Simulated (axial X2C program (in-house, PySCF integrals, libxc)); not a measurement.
# Outer orbitals of ZrSe at 2.319 Å, PBE0

All values were computed with an in-house all-electron X2C program for linear molecules (integrals from PySCF). Spin-free means the one-electron spin-free X2C Hamiltonian; two-component (2c) means X2C with spin–orbit coupling and atomic mean-field two-electron Coulomb and Gaunt terms, so the difference of the two also holds small scalar two-electron terms. Basis: Zr dyall-cv3z [11s12p9d6f3g], Se dyall-cv3z [8s9p6d4f1g] (cores contracted in-house); Gaussian nuclei, density fitting, unrestricted open shells. Masses: Zr 89.905 u, Se 79.917 u.

The distance is close to the 2c PBE0 minimum; the highest filled and lowest empty levels are listed.

Spin-free orbitals, state M_S = 1, Λ = 2 (beyond evenly filled blocks: σα, δ+α) (Löwdin shares):

```json
{"symmetry": "π+α", "occupied": "yes", "ε (eV)": "-35.01", "atomic character": "100% Zr p"}
{"symmetry": "σα", "occupied": "yes", "ε (eV)": "-34.74", "atomic character": "96% Zr p"}
{"symmetry": "π-α", "occupied": "yes", "ε (eV)": "-34.49", "atomic character": "100% Zr p"}
{"symmetry": "σβ", "occupied": "yes", "ε (eV)": "-34.00", "atomic character": "96% Zr p"}
{"symmetry": "π-β", "occupied": "yes", "ε (eV)": "-33.49", "atomic character": "100% Zr p"}
{"symmetry": "π+β", "occupied": "yes", "ε (eV)": "-33.49", "atomic character": "100% Zr p"}
{"symmetry": "σβ", "occupied": "yes", "ε (eV)": "-17.52", "atomic character": "67% Se s, 11% Zr d, 10% Zr p"}
{"symmetry": "σα", "occupied": "yes", "ε (eV)": "-17.32", "atomic character": "67% Se s, 11% Zr d, 10% Zr p"}
{"symmetry": "σα", "occupied": "yes", "ε (eV)": "-7.24", "atomic character": "64% Se p, 22% Zr d, 7% Zr s"}
{"symmetry": "σβ", "occupied": "yes", "ε (eV)": "-7.15", "atomic character": "68% Se p, 17% Zr d, 7% Zr s"}
{"symmetry": "π+α", "occupied": "yes", "ε (eV)": "-6.61", "atomic character": "57% Se p, 32% Zr d, 5% Zr p"}
{"symmetry": "π+β", "occupied": "yes", "ε (eV)": "-6.60", "atomic character": "64% Se p, 23% Zr d, 5% Zr f"}
{"symmetry": "π-β", "occupied": "yes", "ε (eV)": "-6.60", "atomic character": "64% Se p, 23% Zr d, 5% Zr f"}
{"symmetry": "π-α", "occupied": "yes", "ε (eV)": "-6.58", "atomic character": "58% Se p, 30% Zr d, 5% Zr p"}
{"symmetry": "σα", "occupied": "yes", "ε (eV)": "-5.33", "atomic character": "64% Zr s, 27% Zr d, 5% Zr p"}
{"symmetry": "δ+α", "occupied": "yes", "ε (eV)": "-5.14", "atomic character": "99% Zr d"}
{"symmetry": "δ-α", "occupied": "no", "ε (eV)": "-2.49", "atomic character": "99% Zr d"}
{"symmetry": "σβ", "occupied": "no", "ε (eV)": "-2.38", "atomic character": "72% Zr s, 14% Zr p, 10% Zr d"}
{"symmetry": "π+α", "occupied": "no", "ε (eV)": "-2.18", "atomic character": "48% Zr d, 39% Zr p, 9% Se p"}
{"symmetry": "π-α", "occupied": "no", "ε (eV)": "-2.09", "atomic character": "49% Zr d, 39% Zr p, 8% Se p"}
```

Spinors with spin–orbit coupling (state Ω = 1):

```csv
ω,occupied,ε (eV),atomic character,λ mixture
-1/2,yes,-35.25,98% Zr p,"69% σ, 31% π"
-3/2,yes,-33.88,100% Zr p,100% π
1/2,yes,-33.60,97% Zr p,"85% σ, 15% π"
-1/2,yes,-33.47,99% Zr p,"69% π, 31% σ"
3/2,yes,-32.85,100% Zr p,100% π
1/2,yes,-17.52,"67% Se s, 11% Zr d, 10% Zr p",100% σ
-1/2,yes,-17.32,"67% Se s, 11% Zr d, 10% Zr p",100% σ
-1/2,yes,-7.26,"64% Se p, 22% Zr d, 6% Zr s","95% σ, 5% π"
1/2,yes,-7.18,"68% Se p, 18% Zr d, 7% Zr s","94% σ, 6% π"
-1/2,yes,-6.68,"64% Se p, 23% Zr d, 5% Zr f","95% π, 5% σ"
1/2,yes,-6.67,"58% Se p, 30% Zr d, 5% Zr p","94% π, 6% σ"
3/2,yes,-6.50,"63% Se p, 24% Zr d, 5% Zr f",100% π
-3/2,yes,-6.48,"57% Se p, 32% Zr d, 4% Zr p",100% π
-1/2,yes,-5.32,"64% Zr s, 27% Zr d, 5% Zr p",100% σ
3/2,yes,-5.18,99% Zr d,100% δ
-5/2,no,-2.45,99% Zr d,100% δ
1/2,no,-2.38,"72% Zr s, 14% Zr p, 10% Zr d",100% σ
1/2,no,-2.21,"49% Zr d, 39% Zr p, 8% Se p",100% π
-3/2,no,-2.05,"48% Zr d, 39% Zr p, 9% Se p",100% π
```

(1) How does the gap between the highest filled and lowest empty level change from the spin-free to the 2c table?

Mulliken charges and populations of the two-component result (they depend on the basis, above all on diffuse functions):

Zr 0.34 e (s 8.87 p 18.15 d 12.58 f 0.05 g 0.01), Se -0.34 e (s 7.90 p 16.40 d 10.04 f 0.01). ⟨Lz⟩ = 2.00 ħ and ⟨Sz⟩ = -1.00 ħ (-1.11 and 0.11 on the two atoms), which add up to Ω.

Occupations by symmetry block were frozen at the best pattern of an incomplete PBE0 search. Density functionals use the spin component along the axis (collinear). Other states lie close and PBE0, whose exact exchange favours high spin, may order them wrongly; the determinant shown need not be the ground state. The nearest other spin-free determinant of the search, M_S = 0, Λ = 0, lies 0.37 eV up at the distance of the search. Without a current term, density functionals place determinants with orbital angular momentum somewhat too high. With several unpaired electrons one determinant need not be a pure state.

## Answers

(1) From 2.65 to 2.73 eV at PBE0, a change of 0.08 eV.
